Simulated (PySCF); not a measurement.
C₇H₁₈OP (charge +1).
Atom-mapped SMILES: `[CH3:1][CH2:2][CH2:3][CH2:4][PH2+:5][CH2:6][CH2:7][O:8][CH3:9]` (hydrogens: H10, H11, H12 on C1; H13, H14 on C2; H15, H16 on C3; H17, H18 on C4; H19, H20 on P5; H21, H22 on C6; H23, H24 on C7; H25, H26, H27 on C9)

Computed with PySCF at PBE0/pcSseg-1, non-relativistic, on one gas-phase PBE0-D3(BJ)/def2-SVP geometry that isn't relaxed in the solvent. The solvent is an IEF-PCM continuum (van der Waals radii × 1.2). Only the electrostatic response of the medium enters.

Gas phase at PBE0/pcSseg-1: HOMO -11.56 eV, LUMO -3.85 eV.

What does the continuum do to the energy and the frontier levels at PBE0/pcSseg-1 in acetonitrile and water?

```tsv
solvent	ε	E(solvent) − E(gas) (kcal/mol)	polarisation term (kcal/mol)	distortion of the solute (kcal/mol)	HOMO (eV)	LUMO (eV)
acetonitrile	35.69	-51.63	-53.47	1.84	-7.92	0.40
water	78.36	-52.50	-54.44	1.94	-7.86	0.47
```

The polarisation term is half the interaction of the solute with the surface charges that it induces; the rest is the cost of distorting the solute's density. The sum is the electrostatic part of solvation alone. From acetonitrile to water the lowering changes by a factor 1.02, Born's factor 1 − 1/ε by 1.02 and ε itself by 2.2.

Which radius a makes Born's formula ΔE = −(q²/2a)(1 − 1/ε) give the value in water?

a = q²(1 − 1/ε)/(2|ΔE|) = 3.12 Å, with q = +1 e and |ΔE| = 0.0837 Eh; the farthest nucleus lies 4.75 Å from the centroid of the nuclei. The formula assumes a point charge at the centre of a sphere.

Which IAO charges (PBE0/pcSseg-1) respond most in acetonitrile (means over atoms taken as equivalent)?

```
      atoms                     environment  gas (e)  solvent (e)  change
         P5          phosphonium phosphorus   +0.912       +0.924  +0.012
H10/H11/H12                 methyl hydrogen   +0.150       +0.140  -0.010
    H19/H20                    P–H hydrogen   +0.048       +0.056  +0.008
    H13/H14              methylene hydrogen   +0.123       +0.130  +0.007
H25/H26/H27                 methyl hydrogen   +0.152       +0.146  -0.006
    H15/H16              methylene hydrogen   +0.153       +0.148  -0.005
    H21/H22              methylene hydrogen   +0.186       +0.190  +0.004
         C4  sp3 carbon bound to phosphorus   -0.461       -0.457  +0.004
    H17/H18              methylene hydrogen   +0.182       +0.186  +0.004
         C3                chain CH2 carbon   -0.253       -0.251  +0.002
    H23/H24              methylene hydrogen   +0.142       +0.140  -0.002
         C9                  methoxy carbon   -0.206       -0.204  +0.002
```

How do the nuclear quadrupole coupling constants eQVzz/h respond in acetonitrile?

```
  nucleus  Q (barn)  gas (MHz)  solvent (MHz)  η gas  η solvent
17O at O8   -0.0256      11.91          11.91   0.96       0.97
```
